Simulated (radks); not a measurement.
Results of a calculation; reference values are marked as such.
Q: The mean radii <r> (bohr) of the occupied orbitals of an atom or ion are listed with their occupations. Code: a radial shooting solver on a logarithmic mesh with Libxc functionals. Model: Dirac Kohn-Sham, OLYP, spin-unpolarised, spherical densities, point nucleus.

| orbital | occ. | <r> |
|---|---|---|
| 1s1/2 | 2 | 0.01658 |
| 2s1/2 | 2 | 0.06922 |
| 2p1/2 | 2 | 0.05691 |
| 2p3/2 | 4 | 0.06558 |
| 3s1/2 | 2 | 0.1799 |
| 3p1/2 | 2 | 0.1702 |
| 3p3/2 | 4 | 0.1861 |
| 3d3/2 | 4 | 0.1618 |
| 3d5/2 | 6 | 0.1666 |
| 4s1/2 | 2 | 0.3960 |
| 4p1/2 | 2 | 0.3973 |
| 4p3/2 | 4 | 0.4297 |
| 4d3/2 | 4 | 0.4328 |
| 4d5/2 | 6 | 0.4428 |
| 4f5/2 | 5.57143 | 0.4458 |
| 4f7/2 | 7.42857 | 0.4507 |
| 5s1/2 | 1 | 0.8005 |

Name the element and its charge. Open shells, if any, are shared by 2j + 1.

A: Z = 80, mercury, charge +20: Hg20+ in [Kr] 4d10 4f13 5s1. The 1s radius gives Z: for a bare nucleus <r> = (2 gamma + 1)/(2Z) with gamma = sqrt(1 - (Z/c)^2), 0.0164 bohr for Z = 80, and screening makes it slightly larger (0.01658 here). The occupations add up to 60, and the charge is Z minus that.
